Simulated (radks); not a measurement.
The numbers below are computed, except where a source is named.
Species: Cd II. Configuration: [Kr] 4d10 5s1 (the NIST ground configuration). Code: a radial shooting solver on a logarithmic mesh with Libxc functionals. Model: non-relativistic Kohn-Sham, r2SCAN, spin-polarised, spherical densities, point nucleus; open shells are filled with parallel spins first (spin-orbit coupling, left out, can overturn this in heavy ions); meta-GGA in the generalised Kohn-Sham scheme; relativity is left out, which matters for an element this heavy.

Normalised radial functions P(r) = r R(r), r in bohr:

r,4s up,4d up,4d down
0.001856,0.0677,0.0000,0.0000
0.002144,0.0770,0.0000,0.0000
0.002476,0.0875,0.0000,0.0000
0.002859,0.0992,0.0000,0.0000
0.003302,0.1120,0.0000,0.0000
0.003813,0.1261,0.0001,0.0001
0.004404,0.1413,0.0001,0.0001
0.005086,0.1576,0.0001,0.0001
0.005874,0.1747,0.0002,0.0002
0.006784,0.1923,0.0003,0.0003
0.007834,0.2100,0.0005,0.0005
0.009048,0.2270,0.0007,0.0007
0.01045,0.2424,0.0010,0.0010
0.01207,0.2551,0.0015,0.0016
0.01394,0.2635,0.0023,0.0023
0.0161,0.2659,0.0034,0.0035
0.01859,0.2602,0.0051,0.0052
0.02147,0.2443,0.0075,0.0076
0.02479,0.2158,0.0110,0.0111
0.02863,0.1728,0.0160,0.0161
0.03307,0.1140,0.0230,0.0232
0.03819,0.0394,0.0328,0.0331
0.0441,-0.0494,0.0463,0.0468
0.05093,-0.1481,0.0645,0.0651
0.05882,-0.2491,0.0885,0.0893
0.06793,-0.3417,0.1195,0.1206
0.07846,-0.4120,0.1582,0.1596
0.09061,-0.4442,0.2049,0.2068
0.1046,-0.4236,0.2589,0.2613
0.1208,-0.3393,0.3180,0.3209
0.1396,-0.1894,0.3778,0.3812
0.1612,0.0154,0.4319,0.4358
0.1861,0.2488,0.4713,0.4756
0.215,0.4699,0.4858,0.4902
0.2483,0.6291,0.4645,0.4687
0.2867,0.6786,0.3980,0.4015
0.3311,0.5862,0.2809,0.2833
0.3824,0.3480,0.1153,0.1162
0.4417,-0.0054,-0.0889,-0.0900
0.5101,-0.4140,-0.3148,-0.3179
0.5891,-0.7996,-0.5389,-0.5440
0.6803,-1.0855,-0.7338,-0.7405
0.7857,-1.2213,-0.8756,-0.8835
0.9074,-1.1948,-0.9479,-0.9562
1.048,-1.0375,-0.9484,-0.9560
1.21,-0.8078,-0.8877,-0.8934
1.398,-0.5658,-0.7830,-0.7855
1.614,-0.3558,-0.6542,-0.6523
1.864,-0.1997,-0.5189,-0.5126
2.153,-0.0991,-0.3904,-0.3808
2.486,-0.0430,-0.2778,-0.2665
2.871,-0.0162,-0.1861,-0.1745
3.316,-0.0053,-0.1169,-0.1061
3.83,-0.0015,-0.0682,-0.0593
4.423,-0.0004,-0.0363,-0.0299
5.108,-0.0001,-0.0174,-0.0133
5.899,0.0000,-0.0074,-0.0052
6.813,0.0000,-0.0028,-0.0017
7.868,0.0000,-0.0009,-0.0005
9.086,0.0000,-0.0002,-0.0001

4s up: eigenvalue -109.54 eV, 3 radial nodes at r = 0.0408, 0.160, 0.441 bohr, <r> = 0.912 bohr, 90 % of the charge inside 1.32 bohr. 4d up: eigenvalue -21.662 eV, 1 radial node at r = 0.416 bohr, <r> = 1.26 bohr, 90 % of the charge inside 2.01 bohr. 4d down: eigenvalue -21.432 eV, 1 radial node at r = 0.416 bohr, <r> = 1.25 bohr, 90 % of the charge inside 1.96 bohr.
